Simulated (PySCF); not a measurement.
# NMR problem set

Computed data (PySCF): coordinates at the GFN2-xTB level, shieldings: GIAO PBE0/pcSseg-1. Non-relativistic, gas phase, one averaged value for each set of equivalent atoms, single conformer.

δ = σ(ref) − σ, references computed at the same level: ¹H (31.72 ppm) and ¹³C (186.93 ppm) vs TMS. Splittings of carbon signals by F and P are missing where no couplings were computed. Where no couplings were computed, multiplicities follow the n + 1 count of equivalent neighbours, and m marks all less simple cases (inequivalent or close neighbours, rings, F or P nearby). Shifts are as computed. Against solution values, carbons near 30 ppm lie about +3 ppm off and those near 130 ppm about +5 ppm. Of 1309 compounds with measured shifts, 239 miss one by over three times the rms of a fit or turn the order of signals round; such compounds aren't used in these exercises. OH and NH positions are gas-phase values without hydrogen bonding to other molecules.

**Question.** C₅H₇NO₃Si. ¹H NMR (500 MHz, computed): δ 8.01 (s, 1H), 6.16 (q, 1H), 5.35 (s, 2H), 2.09 (d, 3H). ¹³C{¹H} NMR (computed): δ 163.9 (CH), 137.9 (CH), 129.9 (C), 120.5 (C), 14.9 (CH3). What is it?

**Answer.** `C/C=C(/C#N)O[SiH2]OC=O`. The formula gives 4 degrees of unsaturation (no ring in the answer). 5 carbon signals for 5 carbons: no two carbons are equivalent. Carbon types of the structure: 2 × C, 2 × CH, 1 × CH3, leaving 2 H on heteroatoms. δC 163.9: carbonyl carbon. δC 137.9: β carbon of an enol-ether or enamine type C=C. δC 129.9: alkene carbon bearing oxygen; an sp2 carbon of a C=C bond. δC 120.5: nitrile carbon; this is the usual window of a C≡N carbon, which has no attached hydrogen.

This is the structure that produced the data.

**Question.** C₄H₁₂P₂Si. ¹H NMR (400 MHz, computed): δ 2.44 (m, 1H), 1.97 (m, 1H), 1.67 (m, 1H), 1.49 (m, 1H), 1.33 (m, 1H), 1.32 (m, 2H), 1.22 (m, 2H), 1.16 (d, 3H). ¹³C{¹H} NMR (computed): δ 36.3 (CH), 29.8 (CH2), 21.9 (CH3), 21.4 (CH2). Give a structure.

**Answer.** `C1C[C@H](C)[Si]1(P)P`. 4 carbon signals for 4 carbons: no two carbons are equivalent. Carbon types of the structure: 1 × CH, 2 × CH2, 1 × CH3, leaving 4 H on heteroatoms. δC 36.3: sp3 CH bonded to Si. δC 29.8: sp3 CH2 in a ring; aliphatic region, no heteroatom directly attached. δC 21.9: methyl carbon; a saturated carbon with 1 carbon neighbour and no heteroatom attached. δH 1.32, 1.22: hydrogen on a phosphorus bonded to Si.

This is the structure that produced the data.

**Question.** C₄H₁₃N₃OSi. ¹H NMR (600 MHz, computed): δ 8.63 (d, 1H), 8.43 (d, 1H), 2.73 (s, 6H), 2.56 (s, 3H), 1.52 (br s, 1H), 0.25 (br s, 1H). ¹³C{¹H} NMR (computed): δ 168.6 (CH2), 39.3 (CH3), 30.2 (CH3). What is it?

**Answer.** SMILES C=N[Si@](O)(NC)N(C)C. The formula gives 1 degree of unsaturation (no ring in the answer). 3 carbon signals for 4 carbons: some carbons are equivalent by symmetry or fast rotation. Carbon types of the structure: 1 × CH2, 3 × CH3, leaving 2 H on heteroatoms. δC 168.6: C=N carbon. δH 8.63, 8.43: hydrogen on a C=N carbon. δH 1.52: hydrogen on an oxygen bonded to Si; exchangeable; this is the value without hydrogen bonding to other molecules. δH 0.25: hydrogen on a nitrogen bonded to C, Si; exchangeable, gas-phase position.

The data come from this structure; uniqueness wasn't tested.
